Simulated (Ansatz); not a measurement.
`FB[SiH2]Cl` + H₂ → `FB[SiH3]` + HCl at 400 K and 1 bar (hydrogenolysis of the Si–Cl bond).

Isolated molecules relaxed with PBE0-D4/def2-TZVP in Ansatz; ΔE leaves out vibrations. CBS: MP2 limit from def2 TZ/QZ plus the TZ coupled-cluster correction, frozen cores. This one scheme is used for every species. One conformer a species, not always the lowest.

```json
{"species": "`FB[SiH2]Cl`", "CCSD(T)/CBS energy (Eh)": "-875.32301", "H − E (kJ/mol)": "115.1", "S (J/(mol·K))": "353.0"}
{"species": "H₂", "CCSD(T)/CBS energy (Eh)": "-1.17544", "H − E (kJ/mol)": "38.0", "S (J/(mol·K))": "139.0"}
{"species": "`FB[SiH3]`", "CCSD(T)/CBS energy (Eh)": "-416.08982", "H − E (kJ/mol)": "126.4", "S (J/(mol·K))": "321.1"}
{"species": "HCl", "CCSD(T)/CBS energy (Eh)": "-460.38127", "H − E (kJ/mol)": "29.6", "S (J/(mol·K))": "195.4"}
```

H − E and S are ideal-gas, rigid-rotor, harmonic terms from PBE0-D4/def2-TZVP, for one conformer and one mirror image of each species. The MP2-based limit puts H₂ 0.8 mEh under its directly extrapolated value; such offsets cancel only in part. 1 Eh = 2625.50 kJ/mol, R = 8.31446 J/(mol·K).

Question: By hand: ΔE, ΔH, ΔS and ΔG.

Answer: ΔE = (-416.08982) + (-460.38127) − (-875.32301) − (-1.17544) = 0.02736 Eh = 71.8 kJ/mol. Δ(H − E) = 126.4 + 29.6 − 115.1 − 38.0 = 2.9, so ΔH = 74.7 kJ/mol. ΔS = 321.1 + 195.4 − 353.0 − 139.0 = 24.5 J/(mol·K). ΔG = 74.7 − 400 × (24.5)/1000 = 64.9 kJ/mol.

Question: By hand: the equilibrium constant, and the temperature at which ΔG would vanish if ΔH and ΔS stayed fixed.

Answer: log₁₀ K = −ΔG/(RT ln 10) = -8.5. ΔG = 0 at ΔH/ΔS = 3049 K, far beyond where these terms or the molecules hold.

ΔH outweighs TΔS. A doubt of 5 kJ/mol in ΔE shifts log₁₀ K by 0.7 here. Other conformers and mirror images would add mixing entropy, several J/(mol·K) or more a flexible species. Modes under 60 cm⁻¹, often nearly free rotors, make the harmonic entropy too high. These are equilibria of isolated gas molecules and say nothing of rates. Largest T1 diagnostic: 0.014 (customary marks: 0.02 for closed shells, 0.045 for open ones).
